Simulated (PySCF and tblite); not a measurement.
Results of a calculation; reference values are marked as such.
3 regioisomers of C₈H₄Cl₂O₂:

```
isomer                                                                            SMILES
     A  [c:1]1([Cl:2])[cH:3][o:4][c:5](-[c:7]2[o:8][cH:9][c:10]([Cl:11])[cH:12]2)[cH:6]1
     B      [cH:1]1[cH:2][o:3][c:4](-[c:7]2[o:8][cH:9][cH:10][c:11]2[Cl:12])[c:5]1[Cl:6]
     C    [cH:1]1[cH:2][o:3][c:4](-[c:7]2[o:8][cH:9][c:10]([Cl:11])[cH:12]2)[c:5]1[Cl:6]
```

Protocol: conformer search, at most 7 conformers an isomer, GFN2-xTB geometries, energies PBE0/pcSseg-1 (D3(BJ) added where defined), GIAO shieldings PBE0/pcSseg-1, weights at 298.15 K with GFN2-xTB thermal terms. Programs: PySCF with density fitting and tblite.

(1) What shifts does each isomer give (ppm)?

Shifts are unscaled: against experiment ¹³C can be off by 15 ppm or more and ¹H by 0.8 ppm. At least one structure keeps an imaginary mode at the tight-binding level.

Results:

(1) 
A: ¹H (against TMS): 7.42 (H3/H9, 2H), 6.93 (H6/H12, 2H). ¹³C (against TMS): 151.9 (C5/C7), 144.0 (C3/C9), 131.5 (C1/C10), 115.3 (C6/C12).

B: ¹H (against TMS): 7.49 (H2/H9, 2H), 6.68 (H1/H10, 2H). ¹³C (against TMS): 147.8 (C4/C7), 145.6 (C2/C9), 125.8 (C5/C11), 121.1 (C1/C10).

C: ¹H (against TMS): 7.47 (H9, 1H), 7.44 (H2, 1H), 7.18 (H12, 1H), 6.71 (H1, 1H). ¹³C (against TMS): 150.5 (C7), 147.7 (C4), 145.3 (C2), 143.5 (C9), 131.3 (C10), 125.2 (C5), 121.4 (C1), 116.1 (C12).
